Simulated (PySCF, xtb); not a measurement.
In(H)2(NHMe) (CH₆InN), SMILES C[NH][InH2].

Harmonic wavenumbers (cm⁻¹) from GFN2-xTB (xtb) at its own minimum, in rising order: 134, 145, 175, 352, 359, 396, 534, 596, 1012, 1075, 1100, 1290, 1411, 1473, 1477, 1493, 1576, 2866, 2913, 2927, 3349.

Question: What does B3LYP-D3(BJ)/def2-SVP run with PySCF 2.14.0 give at its own minimum? (The exact figures need the calculation; the answer reports its results.)

Answer: 138, 203, 239, 399, 464, 529, 538, 578, 1076, 1128, 1136, 1369, 1448, 1460, 1490, 1792, 1801, 2957, 2999, 3083, 3570. Paired by order, the mean absolute difference is 86 cm⁻¹ and the zero-point energies are 38.1 and 40.6 kcal/mol.
